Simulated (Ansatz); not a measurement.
A run on BGeH2IS (`I[B]1[S][GeH2]1`) with other settings.

```yaml
crystal:
  periodic: [false, false, false]
  atoms:
    - {symbol: I, position_ang: [-1.611724, -2.635621, 0.060504]}
    - {symbol: B, position_ang: [-0.215173, -1.048222, 0.107223]}
    - {symbol: S, position_ang: [1.466438, -0.812862, 0.447974]}
    - {symbol: Ge, position_ang: [0.036123, 0.955901, -0.171738]}
    - {symbol: H, position_ang: [0.437366, 1.563581, -1.444018]}
    - {symbol: H, position_ang: [-0.044082, 1.965747, 0.937402]}
basis:
  gaussian: {orbitals: def2-TZVPD}
hamiltonian: {xc: {name: BLYP}, dispersion: d3bjatm}
accuracy: high
output: {forces: true}
```

```sh
$ ansatz run in.yaml --threads 4 --pin off --events-out ev --progress --plain --max-ram 10444MiB
```

Shortened log:

```
Functional definition: BLYP
3455 factors; integrals over basis functions are off by at most 4.4e-9 eV
mean field evaluation 1: about -76158.8326 eV, gradient 5.0e1 eV
mean field evaluation 2: about -76138.7592 eV, gradient 9.5e1 eV
mean field evaluation 4: about -76164.6261 eV, gradient 5.6e0 eV
mean field evaluation 8: about -76164.6885 eV, gradient 3.4e-1 eV
mean field evaluation 16: about -76164.6888 eV, gradient 2.2e-5 eV
mean field -76164.68879334 eV, -2799.0006868751 hartree, gradient 2.6e-8 eV, S^2 0.000000; 0 other end points of the search recorded, 0 dependent functions left out
reference -76164.68885035 eV, -2799.0006889702 hartree; 40, 40 occupied and 174, 174 virtual orbitals, 3455 factors
Total energy: -76165.13908328 eV, -2799.0172347249 hartree
Atom 0 at    -1.611724    -2.635621     0.060504 Å, force    -0.020277    -0.070818     0.005446 eV/Å
Atom 1 at    -0.215173    -1.048222     0.107223 Å, force    -0.495329     0.336923    -0.138871 eV/Å
Atom 2 at     1.466438    -0.812862     0.447974 Å, force     0.787754    -0.133079     0.158653 eV/Å
Atom 3 at     0.036123     0.955901    -0.171738 Å, force    -0.844494    -1.167947     0.673434 eV/Å
Atom 4 at     0.437366     1.563581    -1.444018 Å, force     0.541673     0.568362    -1.285139 eV/Å
Atom 5 at    -0.044082     1.965747     0.937402 Å, force     0.030673     0.466559     0.586477 eV/Å
Dipole moment:    -0.092105     0.293467    -0.078295 e Å
```

Hardware: 4 threads of a server CPU on a shared host. Wall time 14 s, peak host memory 1.1 GiB.
